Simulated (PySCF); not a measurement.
C₃H₇BO₃. Atoms are numbered in the order given.

```xyz
14

C      3.0102    -0.0682     0.4499
C      1.6971    -0.2940     0.5244
C      0.8333    -0.6707    -0.6447
O     -0.2144     0.2705    -0.8549
B     -1.3424     0.2572    -0.0885
O     -2.3087     1.2038    -0.2922
O     -1.5114    -0.6945     0.8786
H      3.6010     0.1848     1.3346
H      3.5478    -0.1335    -0.5023
H      1.1766    -0.2234     1.4868
H      0.4020    -1.6739    -0.4779
H      1.4324    -0.7038    -1.5680
H     -2.0600     1.8173    -0.9948
H     -2.3550    -0.5940     1.3352
```

Geometry optimised at B3LYP-D3(BJ)/def2-SVP. Other conformers were not sampled.

Computed with PBE/pcSseg-1 in PySCF.

GIAO shieldings, no solvent; atoms listed in one row are averaged. δ = σ(ref) − σ: ¹³C against TMS (σ = 182.0 ppm); ¹⁷O against H2O (σ = 334.3 ppm); ¹¹B against BF3 (σ = 83.9 ppm); ¹H against TMS (σ = 31.49 ppm), references at their B3LYP-D3(BJ)/def2-TZVP geometries, non-relativistic.

Computed chemical shifts:
```csv
nucleus,atoms,count,δ (ppm)
¹³C,C2,1,147.7
¹³C,C1,1,124.1
¹³C,C3,1,74.6
¹⁷O,O4,1,105.0
¹⁷O,O6,1,92.7
¹⁷O,O7,1,85.4
¹¹B,B5,1,6.5
¹H,H10,1,6.75
¹H,"H8, H9",2,5.60
¹H,H11,1,5.21
¹H,H12,1,4.13
¹H,"H13, H14",2,3.17
```
